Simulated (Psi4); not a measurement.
BBr3, charge -1, doublet, geometry from GFN2-xTB (a state made from the parent by changing its charge; the spin is typed, not shown lowest) (a gas-phase anion, which may not be bound at this level). Base run: Psi4 with PBE/STO-3G.

The Psi4 input:
```
memory 2 GB

molecule mol {
-1 2
  B     0.021499   -0.024573   -0.047590
  Br   -1.605477   -1.162906   -0.121495
  Br    0.015551    1.768901   -0.903003
  Br    1.586854   -0.602485    1.031296
}

set basis sto-3g
set reference uks

energy('pbe')
print_variables()
```

The base run was repeated with changes; each row names its change, and settings that it needs were set with it.

| change | ΔE vs base (µEh) | SCF cycles | grid points | basis functions |
|---|---|---|---|---|
| base | 0.0 | 7 | 78547 | 59 |
| basis_guess = sto-3g | 0.0 | 1 | 78547 | 59 |
| e_convergence = 1e-4 | 0.0 | 7 | 78547 | 59 |
| scf_type = mem_df | 0.0 | 7 | 78547 | 59 |
| guess = core | 0.0 | 9 | 78547 | 59 |
| dft_nuclear_scheme = stratmann | -13.9 | 7 | 73803 | 59 |
| dft_radial_scheme = mura | -338 | 7 | 82494 | 59 |
| cholesky_tolerance = 1e-6 (with scf_type cd) | 5530 | 7 | 78547 | 59 |
| ints_tolerance = 1e-8 | 0.0 | 7 | 78547 | 59 |
| scf_type = dfdirj+cosx | 0.0 | 8 | 78547 | 59 |
| puream = true | 0.0 | 7 | 78547 | 59 |
| guess = sap | 0.0 | 8 | 78547 | 59 |
| dft_radial_scheme = multiexp | -271 | 7 | 88326 | 59 |

Open shells are given as the SCF converged; they aren't shown to be the lowest states, and a large step between rows can be another state.

A gas-phase anion may not be bound at this level; its values then depend on the basis.
